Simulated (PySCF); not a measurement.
Species: C6H11Cl.
Bonds: Cl1–C2, C2–C3, C3–C4, C4–C5, C5–C6, C6–C7, C2–C7. Hydrogens: H8 on C2; H9, H10 on C3; H11, H12 on C4; H13, H14 on C5; H15, H16 on C6; H17, H18 on C7.

The same species was optimised twice, with GFN2-xTB and with PBE0-D3(BJ)/def2-SVP (PySCF), and the same property calculations (PySCF, gas phase) were run on both structures.

```
   coordinate  GFN2-xTB  PBE0-D3(BJ)/def2-SVP  change
   Cl1–C2 (Å)     1.796                 1.815  +0.019
    C3–C4 (Å)     1.526                 1.525  -0.001
    C6–C7 (Å)     1.526                 1.525  -0.001
    C2–C3 (Å)     1.523                 1.522  -0.001
    C2–C7 (Å)     1.523                 1.522  -0.001
    C5–C6 (Å)     1.525                 1.526  +0.001
    C4–C5 (Å)     1.525                 1.526  +0.001
 C4–C5–C6 (°)     110.1                 111.4    +1.3
 C2–C7–C6 (°)     111.5                 112.3    +0.8
 C2–C3–C4 (°)     111.5                 112.3    +0.8
 C5–C6–C7 (°)     110.6                 111.4    +0.8
 C3–C4–C5 (°)     110.6                 111.4    +0.8
 C3–C2–C7 (°)     111.7                 112.0    +0.3
Cl1–C2–C3 (°)     109.5                 109.6    +0.1
Cl1–C2–C7 (°)     109.6                 109.7    +0.1
```

Rotational constants: A = 3241, B = 1807, C = 1553 MHz (GFN2-xTB) against A = 3219, B = 1775, C = 1523 MHz (PBE0-D3(BJ)/def2-SVP). Point groups within 0.08 Å: Cs and Cs.

On the GFN2-xTB structure: HOMO (eV) -8.13 [PBE0/pcSseg-1]; LUMO (eV) 1.13 [PBE0/pcSseg-1]; dipole (D) 2.10 [PBE0/pcSseg-1]; GIAO shielding of Cl1 (ppm) 814.1 [PBE0/pcSseg-1]; GIAO shielding of C2 (ppm) 123.1 [PBE0/pcSseg-1]; GIAO shielding of C3/C7 (mean) (ppm) 148.9 [PBE0/pcSseg-1]; GIAO shielding of C4/C6 (mean) (ppm) 163.4 [PBE0/pcSseg-1]; GIAO shielding of C5 (ppm) 156.9 [PBE0/pcSseg-1].

Task: What do these properties become on the PBE0-D3(BJ)/def2-SVP structure?

Result: 
```csv
property,level,on GFN2-xTB,on PBE0-D3(BJ)/def2-SVP,change
HOMO (eV),PBE0/pcSseg-1,-8.13,-8.13,0.00
LUMO (eV),PBE0/pcSseg-1,1.13,0.99,-0.14
dipole (D),PBE0/pcSseg-1,2.10,2.19,+0.09
"energy, GFN2-xTB geometry as zero (kcal/mol)",PBE0/pcSseg-1,0.0,-0.7,-0.7
GIAO shielding of Cl1 (ppm),PBE0/pcSseg-1,814.1,804.2,-9.9
GIAO shielding of C2 (ppm),PBE0/pcSseg-1,123.1,119.9,-3.2
GIAO shielding of C3/C7 (mean) (ppm),PBE0/pcSseg-1,148.9,148.1,-0.8
GIAO shielding of C4/C6 (mean) (ppm),PBE0/pcSseg-1,163.4,162.7,-0.7
GIAO shielding of C5 (ppm),PBE0/pcSseg-1,156.9,156.4,-0.5
```

The heavy atoms differ by 0.019 Å rms after alignment. Among bonds between heavy atoms Cl1–C2 changes most (+0.019 Å). Changes are differences of the printed values. Neither structure is proved a minimum here.
